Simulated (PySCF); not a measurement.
# Working out the ionisation energy of Br²⁺

Br²⁺ [Ar] 3d10 4s2 4p3 (4S) → Br³⁺ [Ar] 3d10 4s2 4p2 (3P). Computed with PySCF 2.14 in aug-cc-pwCVTZ-PP with ECP10MDF (8s7p6d4f1g, 96 functions), with a scalar-relativistic core potential. Frozen: 3s2 3p6 3d10. Energies in hartree (1 hartree = 27.21139 eV):

```tsv
part	Br²⁺ (lower)	Br³⁺ (upper)
UHF	-414.354770	-413.082317
CCSD correlation	-0.096917	-0.078373
(T)	-0.002548	-0.001515
```

Task: What does Hartree-Fock give?

Result: (-413.082317) − (-414.354770) = 1.272453 hartree = 34.625 eV.

Task: What do CCSD and CCSD(T) give?

Result: The CCSD correlation energies differ by 0.018544 hartree = 0.505 eV and the triples by 0.001033 hartree = 0.028 eV, so CCSD gives 35.130 eV and CCSD(T) 35.158 eV.

Reference: 34.871 ± 0.019 eV (measured; NIST Atomic Spectra Database, ionization energies), between the lowest levels; spin-orbit coupling is absent from the calculation.

What remains against the reference includes basis incompleteness, the frozen core and higher excitations.
